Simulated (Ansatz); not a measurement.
Question: Name a neutral molecule of C, S, Zr and H with HOMO–LUMO gap (PBE/def2-TZVPP) between 2.70 and 3.00 eV and HOMO–LUMO gap (PBE0/def2-TZVPP) between 4.60 and 4.90 eV (Ansatz, PBE0-D4/def2-TZVP geometry).

Answer: `C[S][Zr]([S]C)([S]C)[S]C` (2.86 eV, 4.73 eV). Other molecules can fit too; these were computed, each in one conformer that needn't be the lowest.
